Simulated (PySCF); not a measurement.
C₂H₆MoO₂, SMILES [CH3][Mo]([CH3])(=[O])=[O], multiplicity 1. The structure is a stationary point at B3LYP-D3(BJ)/def2-SVP. The multiplicity is an assumed one; no other spin state was optimised. The structure was generated by enumeration; whether it is a known compound was not checked. The def2 effective core potentials stand for the cores of Mo; spin–orbit coupling is left out.

### Question
Give the equilibrium geometry at B3LYP-D3(BJ)/def2-SVP (PySCF confirms it by a frequency run) as Cartesian coordinates in Å, and its point group. (The exact figures need the calculation; the answer reports its results.)

### Answer
point group C2v.
```xyz
11

Mo     0.0000     0.0000     0.0940
O      0.0000    -1.3830     1.0570
O      0.0000     1.3830     1.0570
C     -1.7476     0.0000    -1.0861
H     -1.7440    -0.9043    -1.7196
H     -1.7440     0.9043    -1.7196
H     -2.6634     0.0000    -0.4742
C      1.7476     0.0000    -1.0861
H      2.6634     0.0000    -0.4742
H      1.7440     0.9043    -1.7196
H      1.7440    -0.9043    -1.7196
```
Charge 0, spin multiplicity 1.
